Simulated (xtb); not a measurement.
Input file for xtb: GFN-FF on H2OTe (SMILES O[TeH]), a point of a torsion scan.

```
$ xtb mol.xyz --gfnff --sp --chrg 0 --uhf 0
4

O     -0.96229382     0.25588051     0.43909712
Te     0.79998922     0.80770576    -0.34701126
H     -1.36318184    -0.39149400    -0.13738454
H      1.34295349     1.07652981     1.17027526
```

Task: What total energy does the run end on?

Result: -0.3171 hartree.
